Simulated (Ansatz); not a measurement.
Conformers of `F[SiH2]N[SiH2]Cl`, each relaxed with PBE0-D4/def2-TZVP in Ansatz. CBS adds the triple-zeta coupled-cluster correction to the MP2 limit.

Not all of them had a frequency check.

Conformer A:

Z-matrix (Å, degrees):
```
Si
N 1 1.713
F 1 1.599 2 111.6
H 1 1.479 2 109.9 3 -117.4
H 1 1.478 2 108.2 3 117.7
Si 2 1.715 1 127.5 3 -98.3
H 2 1.011 1 116.3 3 83.5
Cl 6 2.059 2 112.1 1 -102.0
H 6 1.477 2 107.8 1 16.3
H 6 1.479 2 110.6 1 140.1
```

Conformer B:

Z-matrix (Å, degrees):
```
Si
N 1 1.713
F 1 1.598 2 112.4
H 1 1.479 2 109.3 3 117.5
H 1 1.478 2 107.9 3 -118.1
Si 2 1.716 1 128.2 3 91.8
H 2 1.012 1 115.8 3 -78.8
Cl 6 2.058 2 112.8 1 -95.8
H 6 1.477 2 107.7 1 22.8
H 6 1.479 2 109.9 1 146.2
```

Question: Which is lowest in electronic energy at CCSD(T)/CBS (frozen core, def2 sets), and by how much? (Estimate.)

Answer: Computed: A; B lies 0.9 kJ/mol higher. Gaps under about 2 kJ/mol don't settle the order.

Question: Give the energies relative to A (kJ/mol) with PBE-D4/def2-TZVPP, B3LYP-D4/def2-TZVPP, ωB97X-V/def2-TZVPP, PBE/def2-TZVPP, r2SCAN/def2-TZVPP, PBE0/def2-TZVPP, MP2/CBS(def2). (An estimate is asked.)

Answer: The calculation gave: 
| level | B |
| --- | --- |
| PBE-D4/def2-TZVPP | 0.3 |
| B3LYP-D4/def2-TZVPP | 0.4 |
| ωB97X-V/def2-TZVPP | 0.7 |
| PBE/def2-TZVPP | 0.5 |
| r2SCAN/def2-TZVPP | 0.8 |
| PBE0/def2-TZVPP | 0.7 |
| MP2/CBS(def2) | 0.9 |

B3LYP here is the variant with VWN-RPA as its local correlation; programs differ in this.
